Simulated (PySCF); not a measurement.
# J couplings in C6H7F3GaN

Geometry (Å), atoms numbered from 1 in this order:
```xyz
18

F    -3.6268    0.2885   -0.7575
C    -2.8804    0.8446    0.1954
F    -2.9826    2.1677    0.0678
F    -3.3980    0.5108    1.3764
C    -1.4388    0.4071    0.0861
C    -0.6405    0.3177    1.2238
C     0.6896   -0.0534    1.0695
N     1.2162   -0.3271   -0.1262
Ga    3.2515   -0.9729   -0.2842
C     0.4548   -0.2405   -1.2194
C    -0.8848    0.1227   -1.1598
H    -1.0446    0.5255    2.2153
H     1.3659   -0.1363    1.9242
H     3.0339   -2.5351   -0.1513
H     3.8191   -0.2068    0.9801
H     3.5468   -0.4001   -1.7309
H     0.9462   -0.4706   -2.1685
H    -1.4839    0.1751   -2.0698
```

Indirect spin–spin couplings were computed at B3LYP/pcJ-1 (pcSseg-1 on Ga) (spin–dipole term only in couplings to heteroatoms) (PySCF 2.14.0 with density-fitted response routines) on a PBE0-D3(BJ)/def2-SVP structure, for the isolated molecule, without vibrational or relativistic corrections. Couplings are averaged over pairs made equivalent by symmetry, fast rotation or ring inversion, so a value needn't be that of the named pair in this geometry, while other rotamers aren't included; one pair stands for each set, and the list holds those of at least 1.5 Hz over up to four bonds, among pairs with at least one F or H atom (others weren't computed). One-bond C–F couplings come out tens of Hz too large with common functionals.

Isotopes: ¹⁹F, ¹³C, ¹H, ¹⁵N.

| pair | bonds | J (Hz) |
| --- | --- | --- |
| F1, C2 | 1 | -339.4 |
| C6, H12 | 1 | 179.0 |
| C7, H13 | 1 | 198.0 |
| F1, F3 | 2 | 70.6 |
| F1, C5 | 2 | ? |
| C6, H13 | 2 | 8.5 |
| C7, H12 | 2 | ? |
| N8, H13 | 2 | ? |
| N8, H14 | 2 | -4.1 |
| H14, H15 | 2 | 19.9 |
| F1, C6 | 3 | ? |
| C2, H12 | 3 | 4.7 |
| C5, H13 | 3 | 7.2 |
| C6, H18 | 3 | 5.9 |
| C7, H14 | 3 | 2.6 |
| C7, H17 | 3 | 9.9 |
| N8, H12 | 3 | -2.5 |
| H12, H13 | 3 | 6.7 |
| C6, H17 | 4 | ? |
| H12, H18 | 4 | ? |

Estimate the withheld couplings, with signs.

Results:


- ²J(F1,C5) = 37.8 Hz
- ²J(C7,H12) = 4.0 Hz (angle at C6 120°)
- ²J(N8,H13) = -7.8 Hz (angle at C7 116°)
- ³J(F1,C6) = 3.4 Hz (mean over equivalent pairs that range from 0.6 to 6.1 Hz in this conformer)
- ⁴J(C6,H17) = -1.6 Hz
- ⁴J(H12,H18) = 1.7 Hz

Relativistic effects of the heavier atoms present are left out.
